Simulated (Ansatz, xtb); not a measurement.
Relative energy of two structures of AlF2H5Si2

We compare a, `[F][AlH][SiH2][SiH2]F`, a singlet, with b, a singlet given by its coordinates. Both are isolated molecules in the gas phase, relaxed with B3LYP/6-31G*; the shapes shown needn't be the lowest conformers.

a (Å):

```xyz
10

Al    0.8077   -0.1279   -1.9130
F     1.1548   -1.3733   -2.9634
F    -1.6602   -3.6220    1.3035
Si   -0.4479   -0.7664    0.0996
Si   -0.8353   -3.0770    0.0159
H     1.3294    1.3091   -2.3394
H    -1.7372   -0.0141    0.1598
H     0.3262   -0.4024    1.3245
H     0.4674   -3.7956   -0.0383
H    -1.6167   -3.4048   -1.2083
```

b (Å):

```yaml
atoms:
  - { symbol: Al, position_ang: [1.4714, -0.7220, -0.5246] }
  - { symbol: F, position_ang: [1.0921, -2.3256, -0.2589] }
  - { symbol: F, position_ang: [1.2593, 0.0397, 1.2848] }
  - { symbol: Si, position_ang: [-0.4749, 0.7426, -1.0291] }
  - { symbol: Si, position_ang: [-0.1208, 1.1184, 1.2550] }
  - { symbol: H, position_ang: [2.9526, -0.3519, -0.9458] }
  - { symbol: H, position_ang: [-0.3123, 2.0248, -1.7697] }
  - { symbol: H, position_ang: [-1.8487, 0.2134, -1.2485] }
  - { symbol: H, position_ang: [0.4614, 2.3872, 1.7625] }
  - { symbol: H, position_ang: [-1.0118, 0.5358, 2.2899] }
```

Close contacts (Å): Al1–F2 1.67, Al1–F3 1.97, Al1–Si4 2.49, F3–Si5 1.75, Si4–Si5 2.34, Al1–H6 1.58, Si4–H7 1.49, Si4–H8 1.49, Si5–H9 1.49, Si5–H10 1.48.

Estimate which is lower in electronic energy at CCSD(T)/def2-SVP + ΔMP2/def2-TZVPP, and by roughly how much.

The CCSD(T)/def2-SVP + ΔMP2/def2-TZVPP calculation puts structure b lower, by 0.193 eV.

How the difference moves with the method:

```json
{"level": "B3LYP/6-31G*", "geometry": "B3LYP/6-31G*", "E(b) − E(a) (eV)": "−0.323", "departure from the last row (eV)": "−0.131", "job, with rough time for the two": "optimisation, 81 s"}
{"level": "HF/def2-SVP", "geometry": "B3LYP/6-31G*", "E(b) − E(a) (eV)": "−0.259", "departure from the last row (eV)": "−0.067", "job, with rough time for the two": "part of the CCSD(T) run"}
{"level": "MP2/def2-SVP", "geometry": "B3LYP/6-31G*", "E(b) − E(a) (eV)": "−0.423", "departure from the last row (eV)": "−0.231", "job, with rough time for the two": "part of the CCSD(T) run"}
{"level": "CCSD(T)/def2-SVP", "geometry": "B3LYP/6-31G*", "E(b) − E(a) (eV)": "−0.423", "departure from the last row (eV)": "−0.231", "job, with rough time for the two": "single point"}
{"level": "CCSD(T)/def2-SVP + ΔMP2/def2-TZVPP", "geometry": "B3LYP/6-31G*", "E(b) − E(a) (eV)": "−0.193", "departure from the last row (eV)": "", "job, with rough time for the two": "single point, 27 s"}
```

None of the levels shown reverses the order. The largest departure from CCSD(T)/def2-SVP + ΔMP2/def2-TZVPP is that of CCSD(T)/def2-SVP, 0.231 eV. Levels run at GFN2-xTB geometries aren't shown. The last row adds to CCSD(T) the change of the MP2 difference between the two basis sets, here +0.231 eV, a large step that makes the value less sure.

With harmonic frequencies from B3LYP/6-31G* (ideal gas, rigid rotor, one conformer each, 298.15 K, 1 atm): on the last row, ΔE + ΔZPE = −0.181 eV. A mode under 50 cm⁻¹ makes harmonic enthalpies and free energies unreliable, so none is given.

The correlated steps freeze 17 core orbitals. Run with Ansatz 0.2.0; the last row on 1 thread of AMD EPYC 9R45 96-Core Processor (Zen 5) on a shared host.
